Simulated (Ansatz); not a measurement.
Stepwise reaction of `C[O][GeH2][SeH]` with hydrogen fluoride, as a gas-phase model of exchange steps in deposition or etching. ΔE in kJ/mol.

Program: Ansatz. Geometries: PBE0-D4/def2-TZVP. ΔE: electronic, gas phase. CCSD(T)/CBS adds triple-zeta CCSD(T) − MP2 to the extrapolated MP2 energy (def2 sets, frozen cores). This one scheme is used for every species. DFT in def2-TZVPP. B3LYP here is the variant with VWN-RPA as its local correlation; programs differ in this. For Ge, Se outer-core shells are correlated without core-valence functions, which leaves a few kJ/mol of doubt a bond. Scalar relativity is left out up to krypton. One conformer a species, not always the lowest.

| step | reaction | PBE-D4 | B3LYP-D4 | ωB97M-V | CCSD(T)/CBS |
| --- | --- | --- | --- | --- | --- |
| 1 | `C[O][GeH2][SeH]` + H–F → `C[O][GeH]([F])[SeH]` + H₂ | -50.8 | -54.7 | -54.0 | -47.0 |

**Question.** Give the row of step 2, `C[O][GeH]([F])[SeH]` + H–F → `C[O][Ge]([F])([F])[SeH]` + H₂. (Estimate.)

**Answer.** The calculation gave: 
| step | reaction | PBE-D4 | B3LYP-D4 | ωB97M-V | CCSD(T)/CBS |
| --- | --- | --- | --- | --- | --- |
| 2 | `C[O][GeH]([F])[SeH]` + H–F → `C[O][Ge]([F])([F])[SeH]` + H₂ | -45.1 | -50.4 | -50.1 | -44.3 |

**Question.** By hand: ΔE of the 2 steps together at CCSD(T)/CBS.

**Answer.** (-47.0) + (-44.3) = -91.3 kJ/mol, or -45.6 kJ/mol a step.

In ΔE the steps differ by no more than 2.7 kJ/mol. All are downhill at CCSD(T)/CBS. PBE-D4 differs from CCSD(T)/CBS by -3.8 to -0.8 kJ/mol a step. Isolated molecules leave out the surface, adducts and barriers. Largest T1 diagnostic: 0.011.
